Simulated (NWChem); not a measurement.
Molecule: SiHSCl, singlet; SMILES S[Si]Cl

```xyz
4

Si     0.9697     0.0396     0.0000
Cl    -0.4317     1.6010     0.0000
S     -0.4349    -1.5853     0.0000
H      0.5373    -2.5274     0.0000
```
Atoms are numbered in this order, from 1.

All runs: NWChem. Geometry optimised at PBE0/def2-SVP; all other runs use it. Low-valent species are run as closed-shell singlets; no triplet was tried in these runs.

```tsv
quantity	level	value
vertical, lowest excitation, singlet (eV)	PBE/def2-SVPD, TDA	[?]
dipole in solution (D) in n-hexane	PBE0/def2-SVP, SMD	[?]
−ε(HOMO) (eV)	PBE/def2-SVP	6.07
anisotropy (bohr³), static	PBE/def2-SVPD	31.9
dipole (D)	PBE0/def2-SVP	1.89
highest harmonic frequency (cm⁻¹)	PBE0/def2-SVP	[?]
```

Problem. Fill in the missing entries.

Solution. 
- vertical, lowest excitation, singlet (eV), value: 3.65
- dipole in solution (D) in n-hexane, value: 2.16
- highest harmonic frequency (cm⁻¹), value: 2697
